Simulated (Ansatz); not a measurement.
C$_{2}$H$_{6}$BClSi, relaxed with RKS PBE-D4/def2-SVP in the Gaussian-basis code of Ansatz from a rough embedded geometry. The force threshold is 0.03 eV/Å; the program also tests the step.

Total charge 0; spin multiplicity 1. The bonds changed during the relaxation, so this is another structure than the one it started from.

Start:

```xyz
11

B     0.253    0.956   -1.653
Si   -0.494   -0.539   -0.769
C    -0.382   -0.260    1.042
C     0.767   -0.185    1.731
Cl   -1.862   -0.223    2.011
H    -0.473    1.647   -2.408
H     1.339    1.315   -1.480
H     0.250   -1.746   -1.104
H    -1.936   -0.743   -1.178
H     0.831   -0.025    2.729
H     1.708   -0.197    1.080
```

| step | energy (eV) | largest force (eV/Å) | largest move (Å) |
| --- | --- | --- | --- |
| 1 | -23224.0941 | 4.191 | 0.000 |
| 2 | -23224.5201 | 1.348 | 0.108 |
| 3 | -23224.5820 | 0.848 | 0.102 |
| 4 | -23224.6156 | 0.482 | 0.054 |
| 5 | -23224.6241 | 0.145 | 0.074 |
| 6 | -23224.6264 | 0.041 | 0.033 |
| 7 | -23224.6271 | 0.070 | 0.051 |
| 8 | -23224.6296 | 0.064 | 0.063 |
| 9 | -23224.6337 | 0.246 | 0.195 |
| 10 | -23224.6372 | 0.194 | 0.059 |
| 11 | -23224.6442 | 0.103 | 0.195 |
| 13 (rejected) | -23224.6417 | 0.482 | 0.085 |
| 15 | -23224.6599 | 0.086 | 0.098 |
| 17 | -23224.6742 | 0.346 | 0.195 |
| 19 | -23224.6997 | 0.251 | 0.152 |
| 21 | -23224.7755 | 0.364 | 0.192 |
| 23 | -23224.9884 | 0.377 | 0.194 |
| 25 | -23225.1073 | 0.648 | 0.195 |
| 27 | -23225.1305 | 0.466 | 0.130 |
| 29 | -23225.1546 | 0.068 | 0.011 |
| 30 | -23225.1548 | 0.021 | 0.004 |

End:

```xyz
11

B     0.299    0.845   -0.425
Si   -0.594   -1.000   -0.968
C    -0.414   -0.318    0.704
C     0.839    0.327    1.064
Cl   -1.895    0.211    1.511
H    -0.255    1.904   -0.604
H     1.101    0.398   -1.249
H     0.377   -1.985   -1.530
H    -2.003   -1.158   -1.439
H     0.783    1.049    1.894
H     1.762   -0.273    1.041
```

It took 21 s on 4 threads of an Intel Xeon 6975P-C on a shared host, with 0.17 GiB of host memory at the peak.
